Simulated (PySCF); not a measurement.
Si(Cl)2(OH)2 (Cl2H2O2Si), SMILES O[Si](Cl)(Cl)O. Atoms are numbered in the order given.

```xyz
7

O      0.0787     1.3749    -1.2299
Si     0.0000     0.0000    -0.3392
O     -0.0787    -1.3749    -1.2299
Cl     1.6823     0.0112     0.8179
Cl    -1.6823    -0.0112     0.8179
H     -0.7244     1.6381    -1.6911
H      0.7244    -1.6381    -1.6911
```
Charge 0, spin multiplicity 1.

Geometry: PBE0-D3(BJ)/def2-SVP. One conformer was computed; it need not be the lowest.

Two levels are set side by side: PBE/pcSseg-1 (PySCF) and PBE0/pcSseg-1 (PySCF). GIAO shifts against H2O (¹⁷O), HCl (³⁵Cl), TMS (²⁹Si), TMS (¹H) at the same level; non-relativistic, no solvent, atoms listed together averaged. Without spin–orbit terms, shifts of atoms bonded to Cl or Br come out too high at both levels. Differences are taken from unrounded values.

```csv
quantity,PBE
"δ(¹⁷O) of O1, O3 (ppm)",102.2
δ(²⁹Si) of Si2 (ppm),-26.1
"δ(³⁵Cl) of Cl4, Cl5 (ppm)",94.7
"δ(¹H) of H6, H7 (ppm)",2.68
```

Task: These are the PBE values. What does PBE0 give? (An estimate is asked for; the answer gives what the named calculation found.)

Result: 
| quantity | PBE0 | PBE minus PBE0 |
|---|---|---|
| δ(¹⁷O) of O1, O3 (ppm) | 90.8 | 11.4 |
| δ(²⁹Si) of Si2 (ppm) | -25.2 | -0.9 |
| δ(³⁵Cl) of Cl4, Cl5 (ppm) | 77.1 | 17.5 |
| δ(¹H) of H6, H7 (ppm) | 2.77 | -0.10 |

Rough cost on one machine, each run with all the roots and properties that it gave: PBE0 against PBE within a factor of 2.
